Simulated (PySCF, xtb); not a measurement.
Si(Me)(OH)3 (CH6O3Si), SMILES C[Si](O)(O)O.

xtb with GFN2-xTB at its own geometry gives an orbital gap of 8.60 eV and a dipole moment of 0.91 D.

Geometry: B3LYP-D3(BJ)/def2-SVP. A frequency run showed that this geometry is not a minimum. Other conformers were not sampled.

Q: What does CAM-B3LYP/def2-TZVP in PySCF give? (An estimate is asked for; the answer gives what the named calculation found.)

A: gap 11.38 eV (levels -10.07 and 1.31 eV), dipole 1.42 D.
